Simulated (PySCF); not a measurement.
C4H4N2O3.
Atom-mapped SMILES: `[CH3:1][O:2][C:3](=[O:4])[c:5]1[n:6][n:7][cH:8][o:9]1` (hydrogens: H10, H11, H12 on C1; H13 on C8)

Cartesian coordinates in Å at the GFN2-xTB level; atoms count from 1:
```
atom  x, y, z in Å
C1    -2.6690   -0.2003   -0.0125
O2    -1.3119   -0.2552    0.4148
C3    -0.4131    0.1424   -0.4733
O4    -0.6551    0.5352   -1.5837
C5     0.9595    0.0427    0.0799
N6     1.3267   -0.3635    1.2578
N7     2.6594   -0.2782    1.3052
C8     3.0455    0.1752    0.1568
O9     2.0235    0.4015   -0.6699
H10   -2.8167   -0.8385   -0.8862
H11   -2.9419    0.8238   -0.2754
H12   -3.2610   -0.5536    0.8270
H13    4.0498    0.3691   -0.1583
```

Method used: PySCF 2.14.0, density-fitted response routines, TDDFT CAM-B3LYP/def2-SVPD, vertical, gas phase, core orbitals frozen in the response.

Ground-to-excited transition dipoles (e·a0, same axes as the geometry; the sign carries no meaning), for the states with f of 0.002 or more among the lowest 7:

```tsv
state	E (hartree)	μx	μy	μz
S3	0.2229	-1.506	0.046	-0.438
S4	0.2370	0.019	-0.230	-0.084
S5	0.2548	0.250	0.191	-0.464
S7	0.2775	0.147	0.063	-0.140
```

(1) Work out the oscillator strengths.

(2) What is the point group, and which symmetry does each of these states have?

(3) What angle do the transition dipoles of S3 and S5 make?

(4) What peak molar absorption coefficient would the strongest computed level give as a lone Gaussian band 0.5 eV wide at half height?

Answers

(1) f = (2/3) ΔE |μ|² with ΔE in hartree (27.2114 eV).

```
state  |μ|² (au)  |μ| (D)      f
   S3      2.463     3.99  0.366
   S4      0.060     0.62  0.010
   S5      0.314     1.42  0.053
   S7      0.045     0.54  0.008
```

(2) Cs. Polarised normal to the mirror plane, so A″: S4. Polarised in the mirror plane, so A′: S3, S5 and S7.

(3) |cos θ| = |μa·μb| / (|μa| |μb|) = 0.19, so θ ≈ 79° (taken between 0 and 90°, since the signs are arbitrary).

(4) ε(max) = 2.175×10⁸ f / FWHM, with the width in cm⁻¹. S3: 2.175×10⁸ × 0.3659 / 4033 ≈ 20000 L mol⁻¹ cm⁻¹.

One conformer stands for the species.
